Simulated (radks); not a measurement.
Values are calculated unless marked as measured or tabulated.
Neutral potassium inside a hard spherical wall (all orbitals vanish at R), configuration held at [Ar] 4s1 and not refilled when levels cross. Code: a radial shooting solver on a logarithmic mesh with Libxc functionals. Model: scalar-relativistic Kohn-Sham, PBEsol, spin-polarised, spherical densities, point nucleus; open shells are filled with parallel spins first. Eigenvalues in eV for spin up, with the zero of energy where the potential of the charges vanishes at infinity; a dash marks a level that is unbound or too diffuse for the functional's potential to be trusted. A positive occupied level is held by the wall or, in an anion where self-interaction has pushed it up, behind a barrier. The pressure on the wall is -dE/dV.

| R (bohr) | E (hartree) | kinetic (hartree) | e(2p) | e(3s) | e(3p) | e(4s) | e(4p, empty) | e(5s, empty) | pressure (GPa) |
|---|---|---|---|---|---|---|---|---|---|
| free | -601.29105 | 604.804 | -279.80 | -35.189 | -18.734 | -2.543 | -0.947 | - | 0 |
| 20 | -601.29105 | 604.804 | -279.80 | -35.189 | -18.733 | -2.543 | -0.945 | 0.058 | < 0.0001 |
| 10 | -601.28677 | 604.831 | -279.50 | -34.892 | -18.442 | -2.306 | -0.375 | 3.431 | 0.0743 |
| 8 | -601.27252 | 604.892 | -278.98 | -34.397 | -17.959 | -1.723 | 0.680 | 7.486 | 0.494 |
| 6 | -601.20864 | 605.103 | -277.81 | -33.312 | -16.919 | 0.455 | 4.067 | 18.519 | 4.19 |
| 5 | -601.10326 | 605.433 | -276.56 | -32.260 | -15.916 | 3.683 | 8.568 | 31.741 | 15.5 |
| 4 | -600.79487 | 606.454 | -273.56 | -30.043 | -13.728 | 12.031 | 19.112 | 60.059 | 79.1 |
| 3.5 | -600.40065 | 607.812 | -270.10 | -27.711 | -11.304 | 21.326 | 29.995 | 87.288 | 214 |
| 2.5 | -597.38527 | 617.729 | -250.00 | -14.118 | 3.653 | 75.232 | 87.595 | 219.26 | 2530 |
| 2 | -591.32627 | 635.281 | -222.81 | 8.044 | 28.001 | 157.52 | 169.92 | 396.16 | 11800 |
